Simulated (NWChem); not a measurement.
AlI3; SMILES [I][Al]([I])[I]

Computed with NWChem. Medium grid unless said otherwise, to which SCAN and Minnesota functionals are sensitive. Geometry: optimised at PBE0/def2-SVP. def2 effective core potentials on I; no spin-orbit coupling. Level r2SCAN/def2-SVP: energy and gradient; each run changes one setting, and changes count from the defaults (medium grid, exact Coulomb integrals, symmetry on).

### Question
Which setting moves the energy most, and by about how much (Becke weights; Coulomb fitting, Weigend set; defaults; coarse grid)?

### Answer
Coulomb fitting, Weigend set, by about 200 μHa.
```json
[
 {"setting": "defaults", "size of the energy change (μHa)": "< 10", "largest change of a gradient component (μHa/bohr)": "< 30"},
 {"setting": "coarse grid", "size of the energy change (μHa)": "20", "largest change of a gradient component (μHa/bohr)": "< 30"},
 {"setting": "Coulomb fitting, Weigend set", "size of the energy change (μHa)": "200", "largest change of a gradient component (μHa/bohr)": "< 30"},
 {"setting": "Becke weights", "size of the energy change (μHa)": "< 10", "largest change of a gradient component (μHa/bohr)": "< 30"}
]
```
